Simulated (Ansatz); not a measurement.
Relaxation of Bi₃⁻ with RKS r2SCAN-D4/def2-SVPD.

```sh
$ ansatz run in.yaml --threads 4 --pin off --events-out ev --progress --plain --max-ram 3916MiB
```

```yaml
crystal:
  periodic: [false, false, false]
  atoms:
    - {symbol: Bi, position_ang: [0.169300, 0.326060, -1.071180]}
    - {symbol: Bi, position_ang: [1.885120, 0.815250, 1.144710]}
    - {symbol: Bi, position_ang: [-2.054420, -1.141310, -0.073540]}
basis:
  gaussian: {orbitals: def2-SVPD}
total_charge: -1
hamiltonian: {xc: r2scan, dispersion: d4}
scf: {omitted_lower_state_checks: [starts]}
output: {orbitals: {seedname: orbitals}}
relax: {f_tol: 0.02, max_steps: 100}
```

Hardware: 4 threads of Arm Neoverse N1 on a shared host. Wall time 28 s.

Positions (Å) and forces (eV/Å) at steps 1, 2, 3, 4, 5, 7 of 7:

```xyz
3
step=1 energy=-17532.1401 eV
Bi    0.169    0.326   -1.071    0.107    0.205   -0.673
Bi    1.885    0.815    1.145   -0.399   -0.274    0.230
Bi   -2.054   -1.141   -0.074    0.293    0.069    0.444
3
step=2 energy=-17532.4544 eV
Bi    0.194    0.374   -1.229    0.023    0.044   -0.143
Bi    1.722    0.716    1.177   -0.660   -0.344   -0.129
Bi   -1.916   -1.090    0.052    0.638    0.300    0.272
3
step=3 energy=-17532.7556 eV
Bi    0.214    0.413   -1.357   -0.035   -0.067    0.219
Bi    1.554    0.618    1.192   -0.766   -0.356   -0.352
Bi   -1.768   -1.031    0.165    0.801    0.422    0.133
3
step=4 energy=-17533.0257 eV
Bi    0.228    0.440   -1.445   -0.031   -0.059    0.194
Bi    1.383    0.524    1.185   -0.500   -0.226   -0.256
Bi   -1.611   -0.964    0.259    0.530    0.285    0.062
3
step=5 energy=-17533.0769 eV
Bi    0.237    0.456   -1.499   -0.001   -0.002    0.006
Bi    1.245    0.449    1.171    0.307    0.153    0.092
Bi   -1.482   -0.905    0.328   -0.306   -0.152   -0.098
3
step=7 energy=-17533.0923 eV
Bi    0.234    0.450   -1.480    0.000    0.000    0.000
Bi    1.286    0.472    1.174   -0.003   -0.001   -0.001
Bi   -1.520   -0.922    0.306    0.003    0.001    0.001
```

In the def2 sets Bi takes a core potential; there is no spin–orbit coupling. The highest occupied level of the charge -1 singlet lies above zero (up to 0.72 eV). The electron is either unbound and held by the finite basis, or the level is raised by self-interaction error. The structure comes from a short search, and lower isomers may exist.
